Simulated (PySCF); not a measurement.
Computed IR spectrum (relative IR intensity) of a molecule C₃H₅BO₃. Coordinates come from a PBE-D3(BJ)/def2-SVP optimisation. The values are those of a single conformer. Computed with PBE-D3(BJ)/def2-SVP (PySCF). No scaling factor is applied to the harmonic values.

Lines under 2 % of the strongest are left out, and lines within 2 cm⁻¹ are merged.

```
ν (cm⁻¹)  relative intensity
--------  ------------------
132                      3.2
167                      2.2
427                      5.0
504                       81
619                       30
862                      2.2
876                       20
935                       17
955                      4.9
967                       97
974                       46
1054                     8.6
1122                      78
1184                      22
1249                      62
1370                      67
1405                     2.3
1420                     100
1623                      90
2989                      10
3060                     4.6
3121                     4.4
3786                      43
```

**Question.** Which molecule gave these data?
(A) O=COB1COC1
(B) O=CB1OCCO1
(C) OB(O)C1=COC1
(D) C#CCOB(O)O

**Answer.** C, OB(O)C1=COC1
